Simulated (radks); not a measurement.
Values are calculated unless marked as measured or tabulated.
Task: Excited configurations of W: one electron is placed in a higher orbital outside [Xe] 4f14 5d4 6s1. The ground configuration is [Xe] 4f14 5d4 6s2. Code: a radial shooting solver on a logarithmic mesh with Libxc functionals. Model: Dirac Kohn-Sham, PBE, spin-unpolarised, spherical densities, finite nucleus; open shells are shared between the two j in proportion to 2j + 1; Fermi nuclear charge, rms radius 5.3658 fm. Excitation = E - E(ground); binding = E(ion) - E, where the ion is the core of charge +1; n* = 1/sqrt(2 binding) in atomic units, and the quantum defect is n - n*. Eigenvalue and <r> are those of j = l + 1/2.

| outer orbital | excitation (eV) | binding (eV) | n* | quantum defect | eigenvalue (eV) | <r> (bohr) |
|---|---|---|---|---|---|---|
| 5f | 7.968 | 0.918 | 3.850 | 1.150 | -0.431 | 17.11 |
| 6p | 4.454 | 4.432 | 1.752 | 4.248 | -1.965 | 4.718 |
| 6d | 7.309 | 1.577 | 2.937 | 3.063 | -0.715 | 10.56 |
| 6f | 8.247 | 0.638 | 4.617 | 1.383 | -0.367 | 28.86 |
| 7s | 6.372 | 2.513 | 2.327 | 4.673 | -1.470 | 8.617 |
| 7p | 7.113 | 1.773 | 2.770 | 4.230 | -0.985 | 11.53 |
| 7d | 7.896 | 0.989 | 3.708 | 3.292 | -0.553 | 19.61 |

Estimate the row for 7f.

Result: excitation (eV) 8.423; binding (eV) 0.463; n* 5.419; quantum defect 1.581; eigenvalue (eV) -0.288; <r> (bohr) 43.18. The Delta-SCF ionisation energy is 8.886 eV (NIST Atomic Spectra Database: 7.864 eV, measured). Self-interaction in the functional shifts the binding energies and quantum defects, so they are the method's values and not measured ones. Spin polarisation and multiplet splitting are left out, so open shells lie too high by an amount that depends on their filling. Sharing an open shell by 2j + 1 raises it above the true ground level by a part of the spin-orbit splitting, which enters the differences from NIST.

Beside tabulated values, note that spin-unpolarised runs miss the spin-polarisation part of the exchange energy of open shells.
